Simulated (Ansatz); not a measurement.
Isolated molecules relaxed with PBE0-D4/def2-TZVP in Ansatz; ΔE leaves out vibrations. CCSD(T)/CBS is the MP2 limit (def2-TZVPP, def2-QZVPP) plus CCSD(T) − MP2 in def2-TZVPP, frozen cores. Functionals use def2-TZVPP. B3LYP here is the variant with VWN-RPA as its local correlation; programs differ in this. Each species was taken in one conformer, which may not be the lowest.

Consider the redistribution: `C=NB(F)Cl` + `C=C(C)B(C)F` → `C=C(C)B(F)Cl` + `C=NB(C)F`.

```csv
level,ΔE (kcal/mol)
B3LYP-D4,-3.8
MP2/CBS(def2),-4.0
```

Question: What does CCSD(T)/CBS give? (Best estimate.)

Answer: Ansatz gave: -3.8 kcal/mol. The listed levels differ from it by 0.0, -0.2 kcal/mol.

Largest T1 diagnostic among the species: 0.013.

Leaving LDA and LC-ωPBE aside and taking each functional with its dispersion term where it has one, the values, not all of them listed here, spread over 0.5 kcal/mol, from PBE-D4 to ωB97X-V.
